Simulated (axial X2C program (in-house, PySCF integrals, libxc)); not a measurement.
Nuclear properties of AgF

Calculated with an in-house all-electron X2C program for linear molecules (integrals from PySCF): two-component X2C with atomic mean-field Coulomb and Gaunt terms, Gaussian nuclei, basis Ag dyall-cv3z, F dyall-av3z with contracted cores.

R = 1.990 Å (near the PBE0 minimum at charge 0 of the determinant lowest at the starting distance; the state shown can have its own minimum elsewhere).

Determinant lowest in the PBE0 search, Ω = 0 (closed shell), highest spinor 51% F p, 36% Ag d, 10% Ag s:

| level | qzz Ag (a.u.) | qzz F (a.u.) | μ (D) |
| --- | --- | --- | --- |
| PBE0 | -1.10 | 1.51 | -5.77 |
| HF | -2.53 | 0.90 | -6.83 |
| PBE50 | -1.73 | 1.27 | -6.26 |
| r2SCAN | -0.84 | 1.63 | -5.47 |
| B3LYP | -0.85 | 1.59 | -5.61 |

qzz is the electric field gradient, eQq0 = 234.96 MHz × Q/barn × qzz; μ is positive if the F end (last atom) is positive. The operators were transformed with the bare-nucleus X2C matrices; with these basis sets, hyperfine constants and field gradients can be off by tens of per cent, and where levels differ in sign neither size nor sign is settled.

Each state is one determinant with collinear spin. The search compared states at one distance, so a state with another bond length can lie lower. Where a field gradient or hyperfine factor spreads by more than a factor of two over the levels, a constant derived from it is not to be relied on.
